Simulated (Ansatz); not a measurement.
C2H6Si, SMILES `CC=[SiH2]` (charge 0, multiplicity 1).

Cartesian coordinates (Å):
SMILES: CC=[SiH2]
```xyz
9

C     -1.2714     0.2133    -0.1256
C     -0.0040    -0.3787     0.4170
Si     1.5949    -0.0466    -0.0859
H     -1.0836     0.9278    -0.9290
H     -1.9338    -0.5635    -0.5215
H     -1.8320     0.7350     0.6571
H     -0.1281    -1.0995     1.2208
H      2.7608    -0.6992     0.5326
H      1.8972     0.9113    -1.1656
```
Charge 0, multiplicity 1.

Frozen-core energies in 6-31g from Ansatz (an electronic-structure program) at a geometry from B3LYP-D3(BJ)/def2-TZVP; the HF reference has <S^2> = 0.00 (restricted, and unstable towards unrestricted orbitals) and the T1 diagnostic is 0.009.

```
level     energy (Ha)  difference from CCSDT(Q) (mHa)
--------  -----------  ------------------------------
HF         -368.00261                          294.79
MP2        -368.24842                           48.98
CCSD       -368.28850                            8.90
CCSD(T)    -368.29616                            1.24
CCSDT      -368.29677                            0.63
CCSDT(Q)   -368.29740                            0.00
```
